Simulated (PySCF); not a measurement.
C₁₂H₁₀O: calculation and literature

Molfile (atoms numbered from 1):
```
C12H10O
     RDKit          3D

 23 24  0  0  0  0  0  0  0  0999 V2000
   -4.2220   -0.2139    0.2898 C   0  0  0  0  0  0  0  0  0  0  0  0
   -3.1384   -0.8416    0.9037 C   0  0  0  0  0  0  0  0  0  0  0  0
   -1.8563   -0.3076    0.8004 C   0  0  0  0  0  0  0  0  0  0  0  0
   -1.6601    0.8650    0.0664 C   0  0  0  0  0  0  0  0  0  0  0  0
   -0.4416    1.4719   -0.0266 O   0  0  0  0  0  0  0  0  0  0  0  0
    0.6965    0.7383   -0.1900 C   0  0  0  0  0  0  0  0  0  0  0  0
    1.8548    1.2185    0.4222 C   0  0  0  0  0  0  0  0  0  0  0  0
    3.0601    0.5466    0.2370 C   0  0  0  0  0  0  0  0  0  0  0  0
    3.1149   -0.6044   -0.5487 C   0  0  0  0  0  0  0  0  0  0  0  0
    1.9517   -1.0753   -1.1572 C   0  0  0  0  0  0  0  0  0  0  0  0
    0.7405   -0.4088   -0.9869 C   0  0  0  0  0  0  0  0  0  0  0  0
   -2.7377    1.5018   -0.5493 C   0  0  0  0  0  0  0  0  0  0  0  0
   -4.0159    0.9614   -0.4318 C   0  0  0  0  0  0  0  0  0  0  0  0
   -5.2246   -0.6382    0.3767 H   0  0  0  0  0  0  0  0  0  0  0  0
   -3.2911   -1.7575    1.4797 H   0  0  0  0  0  0  0  0  0  0  0  0
   -1.0073   -0.7923    1.2867 H   0  0  0  0  0  0  0  0  0  0  0  0
    1.7877    2.1200    1.0338 H   0  0  0  0  0  0  0  0  0  0  0  0
    3.9654    0.9261    0.7166 H   0  0  0  0  0  0  0  0  0  0  0  0
    4.0610   -1.1314   -0.6884 H   0  0  0  0  0  0  0  0  0  0  0  0
    1.9848   -1.9710   -1.7822 H   0  0  0  0  0  0  0  0  0  0  0  0
   -0.1692   -0.7704   -1.4702 H   0  0  0  0  0  0  0  0  0  0  0  0
   -2.5517    2.4187   -1.1113 H   0  0  0  0  0  0  0  0  0  0  0  0
   -4.8577    1.4630   -0.9147 H   0  0  0  0  0  0  0  0  0  0  0  0
  1  2  2  0
  2  3  1  0
  3  4  2  0
  4  5  1  0
  5  6  1  0
  6  7  2  0
  7  8  1  0
  8  9  2  0
  9 10  1  0
 10 11  2  0
  4 12  1  0
 12 13  2  0
 13  1  1  0
 11  6  1  0
  1 14  1  0
  2 15  1  0
  3 16  1  0
  7 17  1  0
  8 18  1  0
  9 19  1  0
 10 20  1  0
 11 21  1  0
 12 22  1  0
 13 23  1  0
M  END
```

[PySCF: geometry: PBE0-D3(BJ)/def2-SVP; shielding tensors at PBE/pcSseg-1 (GIAO); J: B3LYP/pcJ-1 (without the spin–dipole term); averaged over atoms made equivalent by symmetry, fast rotation or ring inversion; non-relativistic; a single conformation; gas phase]

Reference values: estimated from measurements, as parent shift plus tabulated substituent increment (solution, not stated per compound (mostly CDCl3 or CCl4); Pretsch, Buehlmann, Badertscher, Structure Determination of Organic Compounds, 4th ed. (2009)).
| atoms | quantity | reference | computed | computed, scaled |
| --- | --- | --- | --- | --- |
| C2/C8/C10/C13 | δ ¹³C | 128.2 | 132.7 | 130.3 |
| C1/C9 | δ ¹³C | 121.6 | 125.4 | 123.1 |
| C3/C7/C11/C12 | δ ¹³C | 117.3 | 121.2 | 118.9 |
| H15/H18/H20/H23 | δ ¹H | 7.32 | 7.30 | – |
| H14/H19 | δ ¹H | 7.09 | 7.03 | – |
| H16/H17/H21/H22 | δ ¹H | 7.01 | 6.99 | – |

Reference values: measured (solution, CCl4, 309 K; Shapiro, Mohrmann, J. Phys. Chem. Ref. Data 1977, 6, 919).
| atoms | quantity | reference | computed |
| --- | --- | --- | --- |
| H15/H18/H20/H23 | δ ¹H | 7.22 | 7.30 |
| H14/H19 | δ ¹H | 6.98 | 7.03 |
| H16/H17/H21/H22 | δ ¹H | 6.92 | 6.99 |

Computed shifts are σ(ref) − σ with the named reference compound (TMS for H and C) calculated as an isolated molecule at the same level. The measured values may be among those fitted. Empirical linear scaling, fitted to shifts measured mostly in CDCl3 for H and C (δ vs TMS): ¹³C (scatter 1.8 ppm rms, 2.0 ppm with the 1 outlier that the fit left out). A few per cent of atoms miss by over 2 rms, more outside the fitted compound classes.

Coupling constants in Hz (some tables give magnitudes without signs):
| coupling | reference | computed | source |
| --- | --- | --- | --- |
| ³J(H16,H15) | 8.3 | 9.2 | measured; solution (compiled); Pretsch, Buehlmann, Badertscher, Structure Determination of Organic Compounds, 4th ed., Springer 2009 |
| ⁴J(H16,H14) | 1.1 | 0.8 | measured; solution (compiled); Pretsch, Buehlmann, Badertscher, Structure Determination of Organic Compounds, 4th ed., Springer 2009 |
| ⁵J(H16,H23) | 0.5 | 0.4 | measured; solution (compiled); Pretsch, Buehlmann, Badertscher, Structure Determination of Organic Compounds, 4th ed., Springer 2009 |
| ⁴J(H16,H22) | 2.6 | 2.4 | measured; solution (compiled); Pretsch, Buehlmann, Badertscher, Structure Determination of Organic Compounds, 4th ed., Springer 2009 |
| ³J(H15,H14) | 7.4 | 8.2 | measured; solution (compiled); Pretsch, Buehlmann, Badertscher, Structure Determination of Organic Compounds, 4th ed., Springer 2009 |
| ⁴J(H15,H23) | 1.7 | 1.3 | measured; solution (compiled); Pretsch, Buehlmann, Badertscher, Structure Determination of Organic Compounds, 4th ed., Springer 2009 |

Question: How far are the unscaled ¹³C shifts from the references?

Answer: Mean signed difference +4.07 ppm, mean absolute 4.07 ppm over 3 comparisons; the largest is +4.5 ppm at C2/C8/C10/C13 (aromatic CH).

Question: How far are the unscaled ¹H shifts from the references?

Answer: Mean signed difference +0.02 ppm, mean absolute 0.05 ppm over 6 comparisons; the largest is +0.08 ppm at H15/H18/H20/H23 (hydrogen on an aromatic CH).

Unscaled 3J(H,H) at this level run about 10 % above measured values.
